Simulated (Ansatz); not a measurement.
`[CH3][SnH3]` and `[CH3][SnH2][CH3]` differ in one atom or group.

Ansatz, PBE0-D4/def2-TZVP geometries, multiplicity 1. 

Elements past krypton have def2 core potentials.

```tsv
property	`[CH3][SnH3]`
HOMO energy (B3LYP/def2-TZVPP) / eV	-8.19
LUMO energy (ωB97M-V/def2-TZVPP) / eV	1.53
LUMO energy (B3LYP/def2-TZVPP) / eV	0.00
zero-point energy (PBE0-D4/def2-TZVP) / kJ/mol	146.9
HOMO energy (PBE/def2-TZVPP) / eV	-7.23
ideal-gas entropy at 298 K and 1 bar (rigid rotor, harmonic PBE0-D4/def2-TZVP) / J/(mol·K)	285
```

Problem. What does the change do to each property? (Estimate.)

Solution. The calculation gave: 
| property | `[CH3][SnH2][CH3]` | shift |
| --- | --- | --- |
| HOMO energy (B3LYP/def2-TZVPP) / eV | -7.81 | 0.38 |
| LUMO energy (ωB97M-V/def2-TZVPP) / eV | 1.70 | 0.17 |
| LUMO energy (B3LYP/def2-TZVPP) / eV | 0.26 | 0.26 |
| zero-point energy (PBE0-D4/def2-TZVP) / kJ/mol | 224.3 | 77.4 |
| HOMO energy (PBE/def2-TZVPP) / eV | -6.86 | 0.37 |
| ideal-gas entropy at 298 K and 1 bar (rigid rotor, harmonic PBE0-D4/def2-TZVP) / J/(mol·K) | 333 | 48 |

With PBE0 the HOMO rises by 0.38 eV and the LUMO rises by 0.23 eV, so the gap narrows by about 0.15 eV. PBE moves the HOMO by 0.37 eV and ωB97M-V by 0.38 eV. The zero-point energy changes by 77.4 kJ/mol with +9 modes.

B3LYP here is the variant with VWN-RPA as its local correlation; programs differ in this.
